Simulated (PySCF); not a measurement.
A species of formula C6H7N has this rotational fingerprint, computed with PBE0/def2-SVPD in PySCF (dipole) on a GFN2-xTB geometry, gas phase:

* Rotational constants: A = 8423, B = 1217, C = 1209 MHz
* Dipole components: |μa| = 3.86 D, |μb| = 1.47 D, |μc| = 1.68 D
* Inertial defect: -57.43 u·Å²
* κ: -1.00

Question: Which structure is it? (One computed conformer of each.)
A. `[H]/[N:7]=[CH:6]\[CH:5]=[C:4]=[C:3]=[CH:2][CH3:1]` with C4–C5–C6–N7 180°
B. `[N:1]#[C:2][CH2:3][CH:4]=[C:5]1[CH2:6][CH2:7]1` with C2–C3–C4–C5 119°
C. `[CH2:1]=[CH:2]/[CH:3]=[CH:4]/[CH2:5][C:6]#[N:7]` with C1–C2–C3–C4 180°, C3–C4–C5–C6 119°
D. `[CH2:1]=[CH:2]/[CH:3]=[CH:4]\[C:5]1=[N:6][CH2:7]1` with C1–C2–C3–C4 180°, C3–C4–C5–N6 0°

Answer: B. It is N#CCC=C1CC1, a near-prolate asymmetric top, point group C1. The candidates at the same level (rigid rotor, commonest isotopes):

| SMILES | A (MHz) | B (MHz) | C (MHz) | μa (D) | μb (D) | μc (D) | Δ (u·Å²) | point group | rotor |
| --- | --- | --- | --- | --- | --- | --- | --- | --- | --- |
| [H]/N=C\C=C=C=CC | 11296 | 935.4 | 868.5 | 3.46 | 1.27 | 0.02 | -3.12 | near Cs | near-prolate asymmetric top |
| N#CCC=C1CC1 | 8423 | 1217 | 1209 | 3.86 | 1.47 | 1.68 | -57.43 | C1 | near-prolate asymmetric top |
| C=C/C=C\C1=NC1 | 7919 | 1492 | 1266 | 1.56 | 2.20 | 0.00 | -3.38 | Cs | near-prolate asymmetric top |
| C=C/C=C/CC#N | 10514 | 1001 | 967.5 | 3.09 | 2.62 | 0.10 | -30.39 | C1 | near-prolate asymmetric top |

`C=C/C=C\C1=NC1` has B 23 % too high; `[H]/N=C\C=C=C=CC` has A 34 % too high; `C=C/C=C/CC#N` has A 25 % too high. No structure here is proved a minimum.
